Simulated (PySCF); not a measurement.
# NMR data sheet: C₆H₉FO₂

- Formula: C6H9FO2
- SMILES: CCOC1=C(F)COC1
- InChI: InChI=1S/C6H9FO2/c1-2-9-6-4-8-3-5(6)7/h2-4H2,1H3
- Point group of the computed structure: C1
- Degrees of unsaturation: 2
- Carbon signals: 6
- Proton signals: 4

Bonds (- single, = double, # triple, : aromatic): C1-C2, C2-O3, O3-C4, C4=C5, C5-F6, C5-C7, C7-O8, O8-C9, C9-C4. C1 carries H10, H11, H12; C2 carries H13, H14; C7 carries H15, H16; C9 carries H17, H18.

Computational details: NMR shieldings at PBE0/pcSseg-1/GIAO, PBE0-D3(BJ)/def2-SVP geometry, in PySCF (one averaged value for each set of equivalent atoms, relativity neglected, isolated molecule, one computed conformer).

δ = σ(ref) − σ, references computed at the same level: TMS for ¹H and ¹³C; ¹⁹F against CFCl3; ¹⁷O against H2O.

| carbon | δC, type | δH (multiplicity) | HMBC from (2–3 bonds) | span of the C tensor (ppm) |
| --- | --- | --- | --- | --- |
| C1 | 17.0, CH3 | 1.31 (t) | H13/H14 | 31 |
| C2 | 66.5, CH2 | 4.08 (q) | H10/H11/H12 | 75 |
| C4 | 133.5, C | – | H15/H16, H17/H18, H13/H14 | 127 |
| C5 | 136.0, C | – | H15/H16, H17/H18 | 117 |
| C7 | 72.8, CH2 | 4.75 (m) | H17/H18 | 77 |
| C9 | 74.2, CH2 | 4.53 (s) | H15/H16 | 79 |

Other nuclei:
```
atoms  nucleus       environment  δ (ppm)  σ (ppm)
   F6      ¹⁹F  vinylic fluorine   -185.4    362.7
   O3      ¹⁷O      ether oxygen    109.5    225.1
   O8      ¹⁷O      ether oxygen     -5.9    340.4
```

Carbon types of the structure: 2 × C, 3 × CH2, 1 × CH3, which accounts for all hydrogens. δC 136.0: β carbon of an enol-ether or enamine type C=C. δC 133.5: alkene carbon bearing oxygen; the olefinic region. δC 74.2, 72.8: allylic sp3 CH2 bonded to O; deshielded by the electronegative neighbour. δC 66.5: sp3 CH2 bonded to O; deshielded by the electronegative neighbour. δH 4.08: hydrogen on an sp3 CH2 bonded to O; its carbon carries O, hence the downfield position.

Splittings by ¹⁹F in the carbon and heteronuclear signals aren't shown, as no couplings were computed. Shifts are as computed. Against solution values, carbons near 30 ppm lie about +2 ppm off and those near 130 ppm about +5 ppm. Of 1211 compounds with measured shifts, 218 miss one by over three times the rms of a fit or turn the order of signals round; such compounds aren't used in these exercises. Unscaled 19F shifts against computed CFCl3 carry errors that often reach 10 to 50 ppm. Experimental scales use liquid or dissolved standards, which lie at an offset from isolated H2O (liquid H2O: subtract about 36 ppm). Multiplicities follow the n + 1 count of equivalent neighbours, as no J values were calculated; m marks all less simple cases, F and P coupling included.
